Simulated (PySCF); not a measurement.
Isomers of C5H9BO3, one conformer each; single-point electronic energies without zero-point terms and without any empirical dispersion term.

Computed with PySCF at PBE0/pcSseg-1, non-relativistic, each on one gas-phase PBE0-D3(BJ)/def2-SVP geometry that isn't relaxed in the solvent. The solvent is an IEF-PCM continuum (Bondi radii, 1.10 Å for H, scaled by 1.2). The model holds no explicit solvent molecules, cavitation or dispersion.

```tsv
isomer	relative energy, gas (kcal/mol)	dipole (D)
`O1[C@H](C(C)=O)CCOB1`	0.0	0.89
`C1C(OCC)=CO[BH2-][O+]=1`	57.8	5.46
```

Task: How do the relative energies look in chloroform (ε = 4.711)?

Result: 
```tsv
isomer	relative energy, solvent (kcal/mol)	E(solvent) − E(gas) (kcal/mol)	dipole in solvent (D)
`O1[C@H](C(C)=O)CCOB1`	0.0	-4.9	1.08
`C1C(OCC)=CO[BH2-][O+]=1`	57.1	-5.7	6.41
```

The order is unchanged. Conformers: `[CH3:1][C:2](=[O:3])[C@@H:4]1[CH2:5][CH2:6][O:7][BH:8][O:9]1` with C1–C2–C4–C5 148°, C2–C4–C5–C6 -76°, C4–C5–C6–O7 -51°, C5–C6–O7–B8 27°, C6–O7–B8–O9 1°; `[CH3:1][CH2:2][O:3][C:4]1=[CH:5][O:6][BH2-:7][O+:8]=[CH:9]1` with C1–C2–O3–C4 178°, C2–O3–C4–C5 164°, C4–C5–O6–B7 -14°, C5–O6–B7–O8 43°, O6–B7–O8–C9 -45°, O3–C4–C9–O8 -178°. `C1C(OCC)=CO[BH2-][O+]=1` gains most from the continuum, and it has the largest gas-phase dipole. The gains span 0.8 kcal/mol, the gas-phase energies 57.8 kcal/mol.
